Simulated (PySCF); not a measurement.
# Diatomics of Cl with the alkali metals

r²SCAN with double-zeta basis sets in PySCF, for the lowest determinant that a PBE0 search found; no spin–orbit coupling. De refers to high-spin ground-configuration atoms. A positive dipole means M(−)Cl(+).

```csv
M,basis,state (unpaired electrons),Re (Å),ωe (cm⁻¹),De (eV),μ (D)
Na,def2-SVP,singlet (closed shell),2.347,384,4.19,-8.34
K,def2-SVP,singlet (closed shell),2.671,294,4.22,-9.75
Rb,def2-SVP,singlet (closed shell),2.832,241,4.25,-10.51
Cs,def2-SVPD,singlet (closed shell),3.008,202,4.55,-11.17
```

Problem. By what factor does the harmonic wavenumber vary along the series?

Solution. At r²SCAN it runs from 202 cm⁻¹ (CsCl) to 384 cm⁻¹ (NaCl), a factor of 1.90.

The rows differ in basis set, which adds steps of its own.

Relativity is treated differently too: Na no relativity; K no relativity; Rb scalar-relativistic core potentials; Cs scalar-relativistic core potentials.

Down a group bonds as a rule get longer and wavenumbers fall, partly through the reduced mass; this series shows no clear exception.

These are scalar-relativistic numbers at best; spin–orbit coupling would shift them, the dissociation energy most.
